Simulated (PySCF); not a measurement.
PySCF input (BP86/def2-SVP):

```python
from pyscf import gto, dft

mol = gto.M(
    atom='''
    C    -0.07353600   -2.30902200    0.43568000
    Si    0.68115300   -0.98115600   -0.66123000
    C     2.31470600   -0.37499400    0.03506000
    Si   -0.77124600    0.85946200   -0.82481900
    Cl   -1.07060900    1.60260300    1.10841200
    H     0.61424400   -3.15182100    0.54178000
    H    -0.27944900   -1.90864400    1.42985100
    H    -1.00988800   -2.68340100    0.01991600
    H     0.86763700   -1.50318800   -2.04121400
    H     2.77784000    0.36097600   -0.62361400
    H     2.16304200    0.09196600    1.01008700
    H     3.01163200   -1.20642100    0.16148300
    H    -2.13042000    0.56409300   -1.36103200
    ''',
    basis='def2-svp',
    charge=0,
    spin=1,
    verbose=4,
)

mf = dft.UKS(mol, xc='bp86')
mf.grids.level = 3
mf.conv_tol = 1e-9
mf.max_cycle = 100
mf.max_memory = 1500
mf.kernel()
if not mf.converged:
    mf = mf.newton()
    mf.kernel(mf.make_rdm1())
mo, _, stable, _ = mf.stability(return_status=True)
if not stable:
    mf.kernel(mf.make_rdm1(mo, mf.mo_occ))
    stable = mf.stability(return_status=True)[2]
mf.dip_moment()
```

From the output:

```
direct_scf_tol = 1e-13
number electrons alpha = 33  beta = 32
XC library pyscf.dft.libxc version 7.1.2
    S. Lehtola, C. Steigemann, M. J. T. Oliveira, and M. A. L. Marques,  SoftwareX 7, 1–5 (2018)
XC functionals = bp86
    A. D. Becke,  Phys. Rev. A 38, 3098 (1988)
    J. P. Perdew,  Phys. Rev. B 33, 8822 (1986)
    J. P. Perdew,  Phys. Rev. B 34, 7406–7406 (1986)
radial grids:
    Treutler-Ahlrichs [JCP 102, 346 (1995); DOI:10.1063/1.469408] (M4) radial grids

becke partition: Becke, JCP 88, 2547 (1988); DOI:10.1063/1.454033
pruning grids: <function nwchem_prune>
grids dens level: 3
symmetrized grids: False
atomic radii adjust function: <function treutler_atomic_radii_adjust>
small_rho_cutoff = 0
Set gradient conv threshold to 3.16228e-05
tot grids = 163944
init E= -1119.90485407427
  alpha nocc = 33  HOMO = -0.183135048825537  LUMO = -0.0685741238332653
  beta  nocc = 32  HOMO = -0.299579198786965  LUMO = -0.183135048825537

WARN: HOMO -0.183135048825537 >= LUMO -0.183135048825537

cycle= 1 E= -1119.84152415344  delta_E= 0.0633  |g|= 0.419  |ddm|= 2.46
  alpha nocc = 33  HOMO = -0.17674275637491  LUMO = -0.0258209050000233
  beta  nocc = 32  HOMO = -0.204101800585162  LUMO = -0.139097455204832
  HOMO = -0.176742756375  LUMO = -0.139097455205  gap/eV = 1.02438
cycle= 2 E= -1119.65334235731  delta_E= 0.188  |g|= 0.687  |ddm|= 1.21
  alpha nocc = 33  HOMO = -0.16636561261758  LUMO = -0.018321612816532
  beta  nocc = 32  HOMO = -0.237679080679357  LUMO = -0.121348467915087
  HOMO = -0.166365612618  LUMO = -0.121348467915  gap/eV = 1.22498
cycle= 3 E= -1119.9374160086  delta_E= -0.284  |g|= 0.0669  |ddm|= 0.854
  alpha nocc = 33  HOMO = -0.180335413892513  LUMO = -0.0286172749624041
  beta  nocc = 32  HOMO = -0.246621771388369  LUMO = -0.133021934790292
  HOMO = -0.180335413893  LUMO = -0.13302193479  gap/eV = 1.28747
cycle= 4 E= -1119.94073199585  delta_E= -0.00332  |g|= 0.0273  |ddm|= 0.153
  alpha nocc = 33  HOMO = -0.179732222691323  LUMO = -0.028301200636891
  beta  nocc = 32  HOMO = -0.247818676644473  LUMO = -0.130740971653668
  HOMO = -0.179732222691  LUMO = -0.130740971654  gap/eV = 1.33312
cycle= 5 E= -1119.94118405047  delta_E= -0.000452  |g|= 0.00944  |ddm|= 0.0465
  alpha nocc = 33  HOMO = -0.179503324948942  LUMO = -0.0276921928459495
  beta  nocc = 32  HOMO = -0.24702094082468  LUMO = -0.12996956249911
  HOMO = -0.179503324949  LUMO = -0.129969562499  gap/eV = 1.34788
cycle= 6 E= -1119.94123866359  delta_E= -5.46e-05  |g|= 0.00152  |ddm|= 0.0156
  alpha nocc = 33  HOMO = -0.179466296789859  LUMO = -0.0274867385054831
  beta  nocc = 32  HOMO = -0.246797277273415  LUMO = -0.129696481426525
  HOMO = -0.17946629679  LUMO = -0.129696481427  gap/eV = 1.35431
cycle= 7 E= -1119.94124004542  delta_E= -1.38e-06  |g|= 0.000682  |ddm|= 0.00369
  alpha nocc = 33  HOMO = -0.179527267099839  LUMO = -0.0275583979302012
  beta  nocc = 32  HOMO = -0.246875142958309  LUMO = -0.129672465333627
  HOMO = -0.1795272671  LUMO = -0.129672465334  gap/eV = 1.35662
cycle= 8 E= -1119.94124039082  delta_E= -3.45e-07  |g|= 0.000173  |ddm|= 0.00142
  alpha nocc = 33  HOMO = -0.179540171746067  LUMO = -0.0275525191108579
  beta  nocc = 32  HOMO = -0.24687219920911  LUMO = -0.129655850643644
  HOMO = -0.179540171746  LUMO = -0.129655850644  gap/eV = 1.35742
cycle= 9 E= -1119.94124041059  delta_E= -1.98e-08  |g|= 2.99e-05  |ddm|= 0.000357
  alpha nocc = 33  HOMO = -0.179541029044525  LUMO = -0.0275512110440075
  beta  nocc = 32  HOMO = -0.246873109560648  LUMO = -0.129651489259743
  HOMO = -0.179541029045  LUMO = -0.12965148926  gap/eV = 1.35756
cycle= 10 E= -1119.94124041123  delta_E= -6.41e-10  |g|= 1.24e-05  |ddm|= 6.14e-05
  alpha nocc = 33  HOMO = -0.179542138662404  LUMO = -0.0275509963680314
  beta  nocc = 32  HOMO = -0.246872324298044  LUMO = -0.129652121120605
  HOMO = -0.179542138662  LUMO = -0.129652121121  gap/eV = 1.35758
Extra cycle  E= -1119.94124041112  delta_E= 1.06e-10  |g|= 1.9e-05  |ddm|= 3.52e-05
converged SCF energy = -1119.94124041112  <S^2> = 0.75213579  2S+1 = 2.0021346
uhf_internal: lowest eigs of H = [0.78571913 0.78689625 0.79929617]
<class 'pyscf.dft.uks.UKS'> wavefunction is stable in the internal stability analysis
Dipole moment(X, Y, Z, Debye):  1.00159, -1.44974, -0.27717
```

The geometry given is a B3LYP-D3(BJ)/def2-TZVP minimum.
